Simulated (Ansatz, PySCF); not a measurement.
This singlet lies 0.63 eV below the relaxed triplet at the level B3LYP/cc-pVTZ // PBE0-D3(BJ)/def2-TZVP (Ansatz, a program for electronic structure).

```xyz
6

C      1.7047     0.0281    -0.0694
C      0.4945     0.0155    -0.0390
C     -0.8949     0.0144    -0.2680
O     -1.5673    -0.0496     0.8557
H      2.7696     0.0384    -0.0823
H     -2.5066    -0.0468     0.6329
```

Charge 0, multiplicity 1.

Question: Give the Mulliken and meta-Löwdin atomic charges from PySCF with PBE0-D3(BJ)/def2-TZVP.

Answer: 
```tsv
atom	Mulliken (e)	meta-Löwdin (e)
C1	-0.11	-0.15
C2	0.07	-0.05
C3	-0.26	-0.03
O4	-0.25	-0.34
H5	0.19	0.19
H6	0.36	0.38
```
